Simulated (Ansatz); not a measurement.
Two shapes of singlet AlCl₄(-).

Shape 1:

```xyz
5

Al   -0.0487   -0.0071   -0.0089
Cl    1.2104    1.2526    1.2165
Cl    1.2018   -1.2663   -1.2481
Cl   -1.2303    1.2710   -1.2078
Cl   -1.2438   -1.2684    1.2029
```

Shape 2:

```xyz
5

Al   -0.0053   -0.0021    0.0082
Cl    1.2462    1.2493    1.2389
Cl    1.2394   -1.2480   -1.2446
Cl   -1.2435    1.2567   -1.2514
Cl   -1.2397   -1.2518    1.2454
```

Basis set: STO-3G (spherical functions). Left uncorrelated: 25 orbitals. Charge -1, multiplicity 1.

Computed with Ansatz (development build ahead of 0.2.0); each method stands on the lowest determinant of its kind that the runs found.

Task: Which shape is lower in energy, and by how much in each method?

Result:

```json
{"method": "RHF", "E(2) − E(1) (eV)": "0.034"}
{"method": "RHF-MP2", "E(2) − E(1) (eV)": "0.022"}
```

Shape 1 is lower. Caution: no diffuse functions for an anion.
